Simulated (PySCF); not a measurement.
Ligands exchanged one at a time, B H-SH. Gas-phase values, no solvent. One relaxed conformer stands for each flexible species; it need not be the lowest. Strings in code marks are SMILES.

The S1–T1 gap (TDA) from two functionals at the same geometries (B3LYP-D3(BJ)/def2-TZVP), both in PySCF: PBE-D3(BJ)/def2-TZVP and B3LYP-D3(BJ)/def2-TZVP. B3LYP has the VWN-RPA correlation part, as in Gaussian. Excitations are Tamm–Dancoff values on a coarser integration grid. The basis has no diffuse functions, so Rydberg states are missing or too high.

```csv
species,PBE-D3(BJ)/def2-TZVP (eV),B3LYP-D3(BJ)/def2-TZVP (eV)
1 of 3 H replaced by SH (`BS`),1.46,1.50
"2 of 3 H replaced by SH (`SBS` (H–S–B–S torsion 0°, S–B–S–H torsion 0°))",1.27,1.25
3 of 3 H replaced by SH (`SB(S)S`),0.40,0.52
```

Over these rows, drawn at random from the members with no instability flagged (it was tested for open shells, ions and some series alone), PBE minus B3LYP-D3(BJ): mean -0.05 eV, from -0.11 eV to +0.01 eV.
